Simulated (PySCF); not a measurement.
BrClHMoNO, SMILES [NH]=[Mo](=[O])([Cl])[Br], multiplicity 1. The structure is a stationary point at PBE-D3(BJ)/def2-SVP. The spin state was assumed, not searched. The structure was generated by enumeration; whether it is a known compound was not checked. The def2 effective core potentials stand for the cores of Mo; spin–orbit coupling is left out.

Computed equilibrium geometry at PBE-D3(BJ)/def2-SVP (PySCF confirms it by a frequency run) as Cartesian coordinates in Å:
```xyz
6

Mo     0.3400     0.0589    -0.4653
O      2.0167     0.0436    -0.2866
N     -0.0618    -0.9592    -1.8162
H      0.3336    -1.5691    -2.5462
Cl    -0.3703     2.1766    -0.9347
Br    -0.6863    -0.9012     1.5139
```
